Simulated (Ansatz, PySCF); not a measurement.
Ligand exchange on a metal centre used in film growth or etching (Zn OH-H). All species are isolated molecules in the gas phase. One relaxed conformer stands for each flexible species; it need not be the lowest.

Quantity: redistribution energy (mixed species minus the weighted end members), in kJ/mol.

Level 1: frozen-core MP2/def2-TZVPP // PBE-D3(BJ)/def2-SVP (Ansatz, a quantum-chemistry and plane-wave program)
Level 2: PBE/6-31G* (LANL2DZ on Zn) // PBE-D3(BJ)/def2-SVP (PySCF)
Level 3: SVWN5/6-31G* (LANL2DZ on Zn) // PBE-D3(BJ)/def2-SVP (PySCF)
Level 4: HF/3-21G // PBE-D3(BJ)/def2-SVP (PySCF)

| species | level 2 | level 3 | level 4 |
|---|---|---|---|
| 1 of 2 OH replaced by H: [Zn(OH)(H)] | -6.73 | -9.13 | -10.69 |

### Question
What does level 1 give for each?

### Answer

- 1 of 2 OH replaced by H: [Zn(OH)(H)]: -13.56
